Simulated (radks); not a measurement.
Values are calculated unless marked as measured or tabulated.
Task: All-electron atom: Pr14+ in [Ar] 3d10 4s2 4p5 4d10 (not the ground configuration). Level of theory: scalar-relativistic Kohn-Sham, LDA (Slater exchange, Perdew-Wang correlation), spin-polarised, spherical densities, finite nucleus; open shells are filled with parallel spins first (spin-orbit coupling, left out, can overturn this in heavy ions); Fermi nuclear charge, rms radius 4.8919 fm (a radial shooting solver on a logarithmic mesh with Libxc functionals). Some entries of the table are withheld. Estimate them.

| orbital | occ. | eigenvalue (hartree) | <r> (bohr) |
|---|---|---|---|
| 1s up | 1 | -1545.478 | 0.02411 |
| 1s down | 1 | -1545.459 | 0.02411 |
| 2s up | 1 | -257.3011 | 0.1031 |
| 2s down | 1 | -257.2888 | 0.1031 |
| 2p up | 3 | -231.4543 | 0.09057 |
| 2p down | 3 | -231.4375 | 0.09057 |
| 3s up | 1 | -63.51763 | 0.2724 |
| 3s down | 1 | -63.49968 | 0.2724 |
| 3p up | 3 | -55.32393 | 0.2703 |
| 3p down | 3 | -55.30439 | 0.2703 |
| 3d up | 5 | -43.78769 | 0.2472 |
| 3d down | 5 | -43.76895 | 0.2471 |
| 4s up | 1 | -20.29807 | (1) |
| 4s down | 1 | -20.24399 | (2) |
| 4p up | 3 | -17.53932 | 0.6375 |
| 4p down | 2 | -17.48677 | 0.6379 |
| 4d up | 5 | (3) | 0.6782 |
| 4d down | 5 | (4) | 0.6790 |

Result: 
(1) 4s up <r> (bohr): 0.6083
(2) 4s down <r> (bohr): 0.6085
(3) 4d up eigenvalue (hartree): -13.56616
(4) 4d down eigenvalue (hartree): -13.51745
